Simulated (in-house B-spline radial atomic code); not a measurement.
Ionising Li III (Li2+) with different functionals

Computed with a B-spline radial code for spherical atoms: non-relativistic Hamiltonian, point nucleus, spin-polarised at highest spin, spherical fractional occupations for the functionals. The ionisation energy is the difference of two self-consistent energies, 1s1 → bare nucleus, without Breit or QED terms; ε is the level of the shell that loses the electron (its least bound occupied spin orbital).

| method | rung | ΔSCF (eV) | -ε(1s) (eV) |
| --- | --- | --- | --- |
| LDA exchange-only | LDA | 118.86 | 100.99 |
| BLYP | GGA | 122.24 | 103.60 |
| AM05 | GGA | 120.48 | 102.27 |
| OLYP | GGA | 122.31 | 103.60 |
| PBE0 | global hybrid | 122.23 | 108.41 |

(1) Among the functionals, which spreads more, the ΔSCF values or the orbital energies?

(2) How do they compare with the NIST value?

Results:

(1) The orbital energies: ΔSCF values span about 3.45 eV and the orbital energies 7.42 eV.

(2) NIST lists 122.454 eV (tabulated theory, ground level to ground level). Errors run from -3.59 to -0.14 eV; OLYP is closest (-0.14 eV), but part of that can be cancellation, since the calculations leave out relativity, Breit-QED terms.
